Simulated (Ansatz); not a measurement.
Reaction (redistribution): `[SiH3]C#C[SiH2]Cl` + `C[SiH2]C[SiH2]O` → `C[SiH2]C[SiH2]Cl` + `O[SiH2]C#C[SiH3]`

Calculated with Ansatz (gas phase, PBE0-D4/def2-TZVP geometries, no zero-point term in ΔE). CCSD(T)/CBS adds triple-zeta CCSD(T) − MP2 to the extrapolated MP2 energy (def2 sets, frozen cores). This one scheme is used for every species. DFT in def2-TZVPP. B3LYP here is the variant with VWN-RPA as its local correlation; programs differ in this. Each species was taken in one conformer, which may not be the lowest.

| level | ΔE (kcal/mol) | difference from CCSD(T)/CBS |
| --- | --- | --- |
| PBE-D4 | -2.0 | 0.1 |
| r2SCAN-D4 | -2.2 | -0.1 |
| PBE0-D4 | -2.2 | -0.1 |
| B3LYP-D4 | -2.1 | 0.0 |
| ωB97X-V | -2.2 | -0.1 |
| ωB97M-V | -2.2 | -0.1 |
| B2PLYP | -2.3 | -0.2 |
| PBE | -2.3 | -0.2 |
| r2SCAN | -2.3 | -0.2 |
| PBE0 | -2.4 | -0.3 |
| B3LYP | -2.5 | -0.4 |
| HF/def2-TZVPP | -2.9 | -0.8 |
| MP2/def2-TZVPP | -2.1 | 0.0 |
| SCS-MP2/def2-TZVPP | -2.1 | 0.0 |
| CCSD/def2-TZVPP | -2.2 | -0.1 |
| CCSD(T)/def2-TZVPP | -2.1 | 0.0 |
| HF/def2-QZVPP | -2.9 | -0.8 |
| MP2/def2-QZVPP | -2.0 | 0.1 |
| SCS-MP2/def2-QZVPP | -2.1 | 0.0 |
| HF/CBS(def2) | -2.9 | -0.8 |
| MP2/CBS(def2) | -2.0 | 0.1 |
| CCSD/CBS(def2) | -2.2 | -0.1 |
| CCSD(T)/CBS | -2.1 | 0 |

Largest T1 diagnostic among the species: 0.012.

In def2-TZVPP, CCSD(T) changes the Hartree–Fock value by +0.8 kcal/mol (the triples alone add +0.1 kcal/mol) and MP2 by +0.9 kcal/mol.
